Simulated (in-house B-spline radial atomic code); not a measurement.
The numbers below are computed, except where a source is named.
**Correlation energy from the adiabatic connection: −Z exp(−kr)/r, Z = 5.66, k = 1.64**

Two electrons in a singlet, external potential −Z exp(−kr)/r, Z = 5.66, k = 1.64 (atomic units). Full CI in B-splines (partial waves to l = 8, correlation up to 0.6 % small) with the density held fixed gives W(λ) = <V_ee>_λ − U, and E_c is the integral of W(λ) − W(0) from 0 to 1.

| λ | W(λ) − W(0) (hartree) |
| --- | --- |
| 0 | 0.00000 |
| 0.02 | -0.00190 |
| 0.05 | -0.00475 |
| 0.12 | -0.01133 |
| 0.25 | -0.02339 |
| 0.4 | -0.03701 |
| 0.6 | -0.05472 |
| 0.8 | -0.07192 |
| 1 | -0.08864 |

(1) Integrate the table by the trapezoid rule.

(2) Now use only three numbers: W(0) = -3.0788, the initial slope W'(0) = -0.09533 (extrapolated from the first points) and the strong-coupling limit of the point-charge-plus-continuum model, W∞ = -4.3897. What do second-order theory and the interpolation W(λ) = W∞ + (W(0) − W∞)/√(1 + 2χλ) of Seidl, Perdew and Levy give?

Results:

(1) The strips give -0.00002, -0.00010, -0.00056, -0.00226, -0.00453, -0.00917, -0.01266, -0.01606, which sum to -0.04536 hartree. The direct value, W(1) − W(0) + T_c with T_c = 0.04325, is -0.04539; the curve is convex, so chords lie above it and the trapezoids fall short in size by 0.07 %.

(2) Second order keeps the slope alone: E_c = W'(0)/2 = -0.04766, +5 % in size against -0.04539. Matching the slope fixes χ = W'(0)/(W∞ − W(0)) = -0.09533/(-1.31090) = 0.07272. Integrating, with s = √(1 + 2χ) = 1.070253, E_c = −(W(0) − W∞)(s − 1)/(s + 1) = −1.31090 × 0.070253/2.070253 = -0.04448 hartree, -2.0 % in size against the full result. At λ = 1 the formula gives W − W(0) = -0.08605 against -0.08864. Part of the miss can come from the model's W∞.
